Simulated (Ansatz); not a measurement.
```yaml
crystal:
  periodic: [false, false, false]
  atoms:
    - {symbol: N, position_ang: [-0.704891, -0.212958, -0.657428]}
    - {symbol: Si, position_ang: [-0.039713, 1.178027, 0.063311]}
    - {symbol: Ge, position_ang: [0.613301, -0.990262, 0.424821]}
    - {symbol: H, position_ang: [-1.415002, -0.503651, -1.305236]}
    - {symbol: H, position_ang: [0.733106, 2.129966, -0.780140]}
    - {symbol: H, position_ang: [-0.859305, 1.951612, 1.035277]}
    - {symbol: H, position_ang: [1.716621, -1.712446, -0.368175]}
    - {symbol: H, position_ang: [0.047982, -1.897287, 1.531869]}
basis:
  gaussian: {orbitals: def2-TZVPD}
magnetization: {spin_polarized: true, initial_magnetization: 4}
hamiltonian: {xc: {name: revPBE}, dispersion: d3bjatm}
output: {forces: true}
```

```sh
$ ansatz run in.yaml --threads 2 --pin off --events-out ev --progress --plain --max-ram 4352MiB
```

Shortened log:

```
Functional definition: revPBE
1082 factors; their error is unknown
mean field evaluation 1: about -65940.4096 eV, gradient 5.4e1 eV
mean field evaluation 2: about -65834.8430 eV, gradient 1.2e2 eV
mean field evaluation 4: about -65946.9207 eV, gradient 2.5e1 eV
mean field evaluation 8: about -65952.3639 eV, gradient 7.5e-1 eV
mean field evaluation 16: about -65952.3531 eV, gradient 1.6e-3 eV
mean field -65952.35307948 eV, -2423.7042715604 hartree, gradient 5.6e-5 eV, S^2 6.006594; 4 other end points of the search recorded, 0 dependent functions left out
reference -65952.35316556 eV, -2423.7042747238 hartree; 31, 27 occupied and 148, 152 virtual orbitals, 1082 factors
Total energy: -65952.73187542 eV, -2423.7181920545 hartree
Atom 0 at    -0.704891    -0.212958    -0.657428 Å, force    -0.555816     0.404798    -0.447474 eV/Å
Atom 1 at    -0.039713     1.178027     0.063311 Å, force    -1.028051     6.422306    -0.281495 eV/Å
Atom 2 at     0.613301    -0.990262     0.424821 Å, force     3.310008    -5.623854     2.354774 eV/Å
Atom 3 at    -1.415002    -0.503651    -1.305236 Å, force    -1.510550    -0.627174    -1.383449 eV/Å
Atom 4 at     0.733106     2.129966    -0.780140 Å, force     0.187465     0.132422    -0.355608 eV/Å
Atom 5 at    -0.859305     1.951612     1.035277 Å, force    -0.338246     0.070814     0.244802 eV/Å
Atom 6 at     1.716621    -1.712446    -0.368175 Å, force     0.347013    -0.347709    -0.496175 eV/Å
Atom 7 at     0.047982    -1.897287     1.531869 Å, force    -0.411823    -0.431603     0.364624 eV/Å
Dipole moment:    -0.142778    -0.077755    -0.132400 e Å
```

Task: What is wrong with this run?

Result: The spin is set far too high for this molecule. The run converged. The result belongs to that input, not to the molecule as meant.
